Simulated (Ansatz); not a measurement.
Program: Ansatz. Geometries: PBE0-D4/def2-TZVP. ΔE: electronic, gas phase. CCSD(T)/CBS adds triple-zeta CCSD(T) − MP2 to the extrapolated MP2 energy (def2 sets, frozen cores). DFT in def2-TZVPP. B3LYP here is the variant with VWN-RPA as its local correlation; programs differ in this. For Ga outer-core shells are correlated without core-valence functions, which leaves a few kJ/mol of doubt a bond. Scalar relativity is left out up to krypton. Each species was taken in one conformer, which may not be the lowest.

`CCCOC(=O)OC` + `[BH2][GaH][OH]` → `[BH2][GaH][O]CC` + `COC(=O)OC`  (substitution at a C–C bond)

`CCCOC(=O)OC`:

Z-matrix (Å, degrees):
```
C
C 1 1.519
H 1 1.093 2 111.4
H 1 1.091 2 111.0 3 119.9
H 1 1.093 2 111.4 3 -120.1
C 2 1.507 1 111.4 3 60.1
H 2 1.094 1 110.4 3 -61.1
H 2 1.094 1 110.3 3 -178.8
O 6 1.431 2 107.9 1 -180.0
H 6 1.094 2 111.6 1 60.2
H 6 1.094 2 111.6 1 -60.1
C 9 1.327 6 115.0 2 -179.9
O 12 1.202 9 126.2 6 0.0
O 12 1.330 9 108.1 6 -180.0
C 14 1.423 12 114.5 9 -180.0
H 15 1.088 14 105.6 12 -180.0
H 15 1.091 14 110.7 12 -60.4
H 15 1.091 14 110.7 12 60.5
```

`[BH2][GaH][OH]`:

Cartesian coordinates in Å:
```
B 1.365 -0.209 -0.044
Ga -0.579 0.183 0.590
O -1.925 0.185 -0.602
H 2.105 0.664 -0.397
H 1.811 -1.321 -0.071
H -1.117 0.501 2.026
H -1.660 -0.003 -1.504
```

`[BH2][GaH][O]CC`:

Cartesian coordinates in Å:
```
B 2.502 -2.031 0.580
Ga 1.489 -0.218 0.536
O -0.292 -0.362 0.407
C -1.160 0.741 0.324
C -1.775 0.846 -1.055
H 2.901 -2.553 -0.420
H 2.731 -2.600 1.607
H 1.989 1.274 0.601
H -1.954 0.609 1.071
H -0.643 1.680 0.571
H -2.286 -0.083 -1.315
H -2.499 1.664 -1.096
H -1.005 1.033 -1.809
```

`COC(=O)OC`:

Cartesian coordinates in Å:
```
C -1.270 -1.706 -0.913
O -0.042 -0.988 -0.887
C 0.000 0.000 0.000
O -0.887 0.315 0.747
O 1.192 0.580 -0.082
C 1.384 1.666 0.817
H -2.098 -1.044 -1.167
H -1.468 -2.167 0.055
H -1.147 -2.469 -1.678
H 2.393 2.027 0.629
H 1.286 1.332 1.851
H 0.656 2.456 0.628
```

Problem. Is it downhill or uphill in electronic energy at CCSD(T)/CBS, and by how much? (Estimate.)

Solution. The calculation gave: Uphill: ΔE = +13.1 kcal/mol.

Problem. What do these levels give: PBE-D4, r2SCAN-D4, ωB97M-V, B2PLYP, r2SCAN, B3LYP, MP2/def2-TZVPP, SCS-MP2/def2-TZVPP, CCSD(T)/def2-TZVPP, HF/def2-QZVPP, MP2/def2-QZVPP, MP2/CBS(def2)? (Best estimate.)

Solution. Ansatz gave: PBE-D4 11.8, r2SCAN-D4 12.2, ωB97M-V 12.5, B2PLYP 11.7, r2SCAN 12.2, B3LYP 10.9, MP2/def2-TZVPP 13.6, SCS-MP2/def2-TZVPP 12.5, CCSD(T)/def2-TZVPP 12.5, HF/def2-QZVPP 10.8, MP2/def2-QZVPP 14.0, MP2/CBS(def2) 14.2 kcal/mol.

Largest T1 diagnostic among the species: 0.015.

In def2-TZVPP, CCSD(T) changes the Hartree–Fock value by +1.8 kcal/mol (the triples alone add +0.0 kcal/mol) and MP2 by +2.9 kcal/mol.
